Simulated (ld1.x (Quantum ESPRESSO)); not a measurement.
Scattering properties, RRKJ potential for rubidium

```json
{
  "Element": "Rb",
  "Generator": "ld1.x (Quantum ESPRESSO) 7.5",
  "Type": "norm-conserving RRKJ (Kleinman–Bylander form)",
  "Functional": "revPBE",
  "Relativity": "fully relativistic",
  "Frozen core": "[Ar] 3d10",
  "Valence charge": "9",
  "Reference configuration": "4s2 4p6 4d0 5s0 5p0 (charge +1)",
  "Partial waves": "4s (bound): rc 2.50 bohr; 4p (bound): rc 1.60 bohr; 4d (bound, empty): rc 2.65 bohr",
  "Local potential": "all-electron potential smoothed inside 2.25 bohr (lloc = -1)",
  "Core correction": "a·sin(br)/r model core inside 1.36 bohr",
  "rho0": "0.02"
}
```

Open shells are filled in proportion to 2j + 1 (rel_dist='average').

The phase is arctan(r·u′/u) with u = r·R(r), unwrapped; energies in Ry, scanned from -5 to 5 Ry. A pole is an energy at which the radial function vanishes at the test radius. The pseudo phase is shifted by a multiple of π to meet the all-electron one at the reference energy, and phase errors are pseudo minus all-electron; the curves can meet again beyond the range given. Levels narrower than the energy grid can be missing from the lists of poles.

| channel | radius (bohr) | reference energy (Ry) | poles, all-electron | poles, pseudo | unbroken range about the reference energy with phases within 0.05 rad | phase error 1 Ry above the reference energy (rad) |
| --- | --- | --- | --- | --- | --- | --- |
| s | 2.92 | -2.76 | -2.66, 2.82 | -2.66, 3.44 | below -0.4 | +0.003 |
| p1/2 | 2.92 | -1.63 | -1.40, 3.83 | -1.40, 2.11 | below 0.1 | -0.007 |
| p3/2 | 2.92 | -1.57 | -1.31, 3.94 | -1.32, -0.37 | below -0.9 | -0.515 |
| d3/2 | 2.92 | -0.28 | 0.71 | 0.72 | below 2.3 | +0.003 |
| d5/2 | 2.92 | -0.28 | 0.73 | 0.74 | below 2.3 | +0.002 |

Note: ghost state, extra bound levels that the all-electron valence spectrum of the same l lacks: p3/2 at -7.0 eV. A true bound ghost makes a file unfit for plane-wave use.

Phases in the d3/2 channel:

```json
{"E (Ry)": "-5.00", "all-electron": "1.411", "pseudo": "1.411"}
{"E (Ry)": "-4.48", "all-electron": "1.401", "pseudo": "1.401"}
{"E (Ry)": "-3.96", "all-electron": "1.389", "pseudo": "1.389"}
{"E (Ry)": "-3.44", "all-electron": "1.374", "pseudo": "1.374"}
{"E (Ry)": "-2.92", "all-electron": "1.354", "pseudo": "1.354"}
{"E (Ry)": "-2.40", "all-electron": "1.326", "pseudo": "1.326"}
{"E (Ry)": "-1.88", "all-electron": "1.284", "pseudo": "1.284"}
{"E (Ry)": "-1.36", "all-electron": "1.209", "pseudo": "1.209"}
{"E (Ry)": "-0.84", "all-electron": "1.023", "pseudo": "1.024"}
{"E (Ry)": "-0.32", "all-electron": "0.057", "pseudo": "0.057"}
{"E (Ry)": "0.20", "all-electron": "-1.312", "pseudo": "-1.311"}
{"E (Ry)": "0.72", "all-electron": "-1.573", "pseudo": "-1.570"}
{"E (Ry)": "1.24", "all-electron": "-1.697", "pseudo": "-1.692"}
{"E (Ry)": "1.76", "all-electron": "-1.819", "pseudo": "-1.806"}
{"E (Ry)": "2.28", "all-electron": "-2.039", "pseudo": "-1.995"}
{"E (Ry)": "2.80", "all-electron": "-2.822", "pseudo": "-2.577"}
{"E (Ry)": "3.32", "all-electron": "-4.099", "pseudo": "-3.921"}
{"E (Ry)": "3.84", "all-electron": "-4.443", "pseudo": "-4.383"}
{"E (Ry)": "4.36", "all-electron": "-4.568", "pseudo": "-4.535"}
{"E (Ry)": "4.88", "all-electron": "-4.635", "pseudo": "-4.612"}
```
